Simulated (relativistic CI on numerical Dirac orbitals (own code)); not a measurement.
## Forbidden transitions in Lu XLIX

Calculated at this level of theory: Dirac-Coulomb-Breit CI, separate exchange-only KLI orbitals for each configuration, model QED, unscaled Slater integrals (own radial code, finite nucleus).

CI space (outside the closed core [Ne]): 3s2 3p6 3d5, 3s2 3p5 3d6, 3s2 3p4 3d7, 3s 3p6 3d6, 3p6 3d7, 3s 3p5 3d7, 3s2 3p6 3d4 4s, 3s2 3p6 3d4 4p, 3s2 3p4 3d6 4s, 3s2 3p6 3d4 4d, 3s2 3p4 3d6 4p, 3s2 3p5 3d5 4s, 3s2 3p6 3d4 4f, 3s 3p5 3d6 4s, 3s2 3p5 3d5 4p, 3s 3p5 3d6 4p, 3p6 3d6 4s, 3s2 3p6 3d3 4s2, 3p6 3d6 4p, 3s2 3p6 3d3 4s 4p, 3s2 3p6 3d4 5s, 3p6 3d5 4s2. Levels of other configurations are missing.

```tsv
λ vac (Å)	Lower	Upper	Type	A (s⁻¹)	E lower (cm⁻¹)	E upper (cm⁻¹)
118.77	3s2 3p6 3d5 4G_7/2 [3]	3s2 3p6 3d5 2D_5/2 [27]	M1	1.96e+05	467375	1309325
161.06	3s2 3p6 3d5 4D_3/2 [4]	3s2 3p6 3d5 4P_1/2 [23]	M1	1.26e+06	478882	1099768
165.54	3s2 3p6 3d5 2D_3/2 [10]	3s2 3p6 3d5 2D_5/2 [27]	M1	5.28e+05	705224	1309325
170.39	3s2 3p6 3d5 6S_5/2 [2]	3s2 3p6 3d5 4P_3/2 [17]	M1	1.14e+06	373274	960180
170.93	3s2 3p6 3d5 2F_7/2 [9]	3s2 3p6 3d5 2G_9/2 [25]	M1	6.17e+05	584707	1169756
172.14	3s2 3p6 3d5 4G_7/2 [3]	3s2 3p6 3d5 4F_5/2 [21]	M1	8.92e+05	467375	1048301
172.76	3s2 3p6 3d5 2G_9/2 [6]	3s2 3p6 3d5 2G_7/2 [24]	M1	5.58e+05	521231	1100059
175.62	3s2 3p6 3d5 4D_3/2 [4]	3s2 3p6 3d5 4F_5/2 [21]	M1	4.52e+05	478882	1048301
180.79	3s2 3p6 3d5 2D_5/2 [7]	3s2 3p6 3d5 2G_7/2 [24]	M1	2.70e+05	546930	1100059
182.91	3s2 3p6 3d5 4G_7/2 [3]	3s2 3p6 3d5 2H_9/2 [19]	M1	3.77e+05	467375	1014097
185.79	3s2 3p6 3d5 2I_11/2 [13]	3s2 3p6 3d5 2H_11/2 [30]	M1	1.96e+06	906025	1444265
187.36	3s2 3p6 3d5 2H_11/2 [5]	3s2 3p6 3d5 2H_9/2 [19]	M1	5.04e+05	480362	1014097
188.59	3s2 3p6 3d5 6S_5/2 [11]	3s2 3p6 3d5 4P_5/2 [28]	M1	4.47e+06	831547	1361789
188.73	3s2 3p6 3d5 4D_7/2 [12]	3s2 3p6 3d5 4F_7/2 [29]	M1	1.21e+06	899396	1429262
190.07	3s2 3p6 3d5 6S_5/2 [2]	3s2 3p6 3d5 4D_7/2 [12]	M1	5.24e+05	373274	899396
194.04	3s2 3p6 3d5 2F_7/2 [9]	3s2 3p6 3d5 2G_7/2 [24]	M1	5.62e+05	584707	1100059
194.37	3s2 3p6 3d5 2G_9/2 [6]	3s2 3p6 3d5 2G_7/2 [20]	M1	4.29e+05	521231	1035702
195.96	3s2 3p6 3d5 2D_5/2 [7]	3s2 3p6 3d5 2D_3/2 [22]	M1	4.82e+05	546930	1057241
196.59	3s2 3p6 3d5 4G_9/2 [14]	3s2 3p6 3d5 4F_7/2 [29]	M1	1.48e+06	920601	1429262
197.50	3s2 3p6 3d5 4G_7/2 [3]	3s2 3p6 3d5 2F_5/2 [18]	M1	6.98e+05	467375	973713
202.09	3s2 3p6 3d5 4D_3/2 [4]	3s2 3p6 3d5 2F_5/2 [18]	M1	2.93e+05	478882	973713
202.89	3s2 3p6 3d5 2G_9/2 [6]	3s2 3p6 3d5 2H_9/2 [19]	M1	1.44e+06	521231	1014097
207.77	3s2 3p6 3d5 4D_3/2 [4]	3s2 3p6 3d5 4P_3/2 [17]	M1	1.83e+06	478882	960180
208.82	3s2 3p6 3d5 4P_5/2 [1]	3s2 3p6 3d5 4D_3/2 [4]	M1	2.10e+06	0	478882
210.87	3s2 3p6 3d5 4D_3/2 [4]	3s2 3p6 3d5 4D_1/2 [16]	M1	1.67e+06	478882	953104
213.96	3s2 3p6 3d5 4P_5/2 [1]	3s2 3p6 3d5 4G_7/2 [3]	M1	8.62e+05	0	467375
214.09	3s2 3p6 3d5 2H_11/2 [5]	3s2 3p6 3d5 2I_13/2 [15]	M1	2.83e+05	480362	947465
215.71	3s2 3p6 3d5 2F_7/2 [9]	3s2 3p6 3d5 4F_5/2 [21]	M1	8.30e+05	584707	1048301
216.27	3s2 3p6 3d5 4D_7/2 [12]	3s2 3p6 3d5 4P_5/2 [28]	M1	8.06e+05	899396	1361789
218.21	3s2 3p6 3d5 6S_5/2 [2]	3s2 3p6 3d5 6S_5/2 [11]	M1	3.59e+06	373274	831547
219.52	3s2 3p6 3d5 2F_5/2 [18]	3s2 3p6 3d5 4F_7/2 [29]	M1	6.80e+05	973713	1429262
220.64	3s2 3p6 3d5 4G_7/2 [3]	3s2 3p6 3d5 4G_9/2 [14]	M1	7.67e+05	467375	920601
221.73	3s2 3p6 3d5 2F_7/2 [9]	3s2 3p6 3d5 2G_7/2 [20]	M1	2.39e+05	584707	1035702
227.15	3s2 3p6 3d5 2H_11/2 [5]	3s2 3p6 3d5 4G_9/2 [14]	M1	5.03e+05	480362	920601
231.47	3s2 3p6 3d5 4G_7/2 [3]	3s2 3p6 3d5 4D_7/2 [12]	M1	7.65e+05	467375	899396
232.89	3s2 3p6 3d5 2F_7/2 [9]	3s2 3p6 3d5 2H_9/2 [19]	M1	2.25e+05	584707	1014097
234.31	3s2 3p6 3d5 2D_5/2 [7]	3s2 3p6 3d5 2F_5/2 [18]	M1	7.95e+05	546930	973713
234.93	3s2 3p6 3d5 2H_11/2 [5]	3s2 3p6 3d5 2I_11/2 [13]	M1	1.25e+06	480362	906025
241.98	3s2 3p6 3d5 2D_5/2 [7]	3s2 3p6 3d5 4P_3/2 [17]	M1	6.56e+05	546930	960180
259.88	3s2 3p6 3d5 2G_9/2 [6]	3s2 3p6 3d5 2I_11/2 [13]	M1	2.01e+05	521231	906025
264.43	3s2 3p6 3d5 2G_9/2 [6]	3s2 3p6 3d5 4D_7/2 [12]	M1	4.98e+05	521231	899396
267.90	3s2 3p6 3d5 4P_5/2 [1]	3s2 3p6 3d5 6S_5/2 [2]	M1	1.78e+06	0	373274
274.60	3s2 3p6 3d5 4G_7/2 [3]	3s2 3p6 3d5 6S_5/2 [11]	M1	2.86e+05	467375	831547
283.72	3s2 3p6 3d5 2D_5/2 [7]	3s2 3p6 3d5 4D_7/2 [12]	M1	3.17e+05	546930	899396
291.48	3s2 3p6 3d5 2D_3/2 [10]	3s2 3p6 3d5 4F_5/2 [21]	M1	4.25e+05	705224	1048301
```

Terms are leading LS components. Brackets give the number of a level in order of energy, since labels repeat. The list gives strong lines, with weight on those to low levels, among the lowest 400 of 9898 levels, so that lines to higher ones, which can be the strongest, are missing. Levels whose partners in the same complex of configurations lie outside the list can be far off, and so can their lines. Rates are taken at the computed energies, electric ones in the length gauge.

At this charge energies of transitions that change n are usually good to better than 1 %, and those within a shell (Δn = 0) to a few per cent.

LS names give the leading component of a level, which can be under half, so a name can repeat, a term be missing and a line seem to break the LS rules.
